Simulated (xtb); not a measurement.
BH5O2Si, SMILES OBO[SiH3]. All values are semi-empirical tight-binding results from xtb (GFN2-xTB unless named), good for trends rather than for accurate numbers. Coordinates come from a GFN2-xTB optimisation. The values are those of a single conformer.

Optimised geometry:

```xyz
9

B     -0.4333     0.7713     0.9768
H     -1.4497     0.5011     1.5002
O      0.2129     1.8554     1.4259
H      1.0404     2.0504     0.9814
O      0.0651     0.0342    -0.0221
Si     0.0186    -1.2094    -1.0440
H     -1.0607    -2.1461    -0.7254
H      1.3298    -1.8403    -0.8930
H     -0.1776    -0.6060    -2.3619
```
Charge 0, spin multiplicity 1.

**Question.** Estimate the properties. (The exact figures need the calculation; the answer reports its results.)

**Answer.** 
```json
{
 "orbital_gap": "6.28 eV",
 "dipole_moment": "1.63 D",
 "zero_point_energy": "34.4 kcal/mol",
 "G − E(el) at 298.15 K (modified RRHO)": "15.7 kcal/mol",
 "static polarisability (D4 model)": "54.5 bohr³",
 "solvation energy, GFN2-xTB/ALPB(water)": "-3.9 kcal/mol",
 "solvation energy, GFN2-xTB/ALPB(dmf)": "-6.8 kcal/mol"
}
```

**Question.** Give the atomic charges and the Wiberg bond orders between heavy atoms. (The exact figures need the calculation; the answer reports its results.)

**Answer.** charges (e) B1 0.44, H2 -0.11, O3 -0.45, H4 0.31, O5 -0.43, Si6 0.50, H7 -0.09, H8 -0.09, H9 -0.09. Bond orders B1–O3 1.23, B1–O5 1.14, O5–Si6 1.09.
